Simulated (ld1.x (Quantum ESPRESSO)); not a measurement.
The numbers below are computed, except where a source is named.
**Potentials for Mg compared**

Generated with ld1.x 7.5 (TM, RRKJ, ultrasoft, PAW), atompaw 4.2 or ONCVPSP 4.0.1. The cutoff is in Ry: for ld1.x and atompaw files where the sum of valence levels is converged to 10 mRy in a Bessel basis, for ONCV files where the hardest occupied wave has 1 mHa per electron of residual kinetic energy. The error is the largest all-electron minus pseudo excitation energy over each file’s own four to seven test configurations (ionisations up to +4, promotions, holes and added fractions of an electron), all of which were solved. The labels leave out finer settings (local radius, basis sizes, second energies), which also bear on the numbers. Spin-polarised tests are not counted. The rows are a selection from randomly drawn settings: files with unsolved tests, undetermined cutoffs or missed reference levels are left out.

```tsv
potential	cutoff (Ry)	largest error (meV)	bound ghosts
RRKJ, BLYP, non-relativistic, rc 2.60/1.15 (sp), local s, core correction yes, reference 2p6 3s1.5 3p0	100	-1383	none
TM semilocal, LDA (PZ), scalar-relativistic, rc 2.65/2.35/2.60 (spd), local d, core correction yes, reference 3s2 3p0	6	+61	none
ultrasoft, LDA (PZ), non-relativistic, rc 1.20/1.15/0.85 (spd), local smoothed, core correction no, reference 2s2 2p6 3s2 3p0	60	+124	none
PAW, PBEsol, non-relativistic, rc 2.70/3.10/2.90 (spd), local smoothed, core correction yes, reference 3s2 3p0	6	-17	none
```

**Question.** Fill in the row for Mg: ultrasoft, PBEsol, scalar-relativistic, rc 1.15/1.30 (sp), local smoothed, core correction no, reference 2s2 2p6 3s2 3p0.

**Answer.** cutoff 55 Ry, largest error -348 meV, bound ghosts: none.

**Question.** Fill in the row for Mg: TM, PBE, fully relativistic, rc 1.75/2.85/2.50 (spd), local smoothed, core correction no, reference 3s1 3p0.

**Answer.** cutoff 8 Ry, largest error +58 meV, bound ghosts: none.
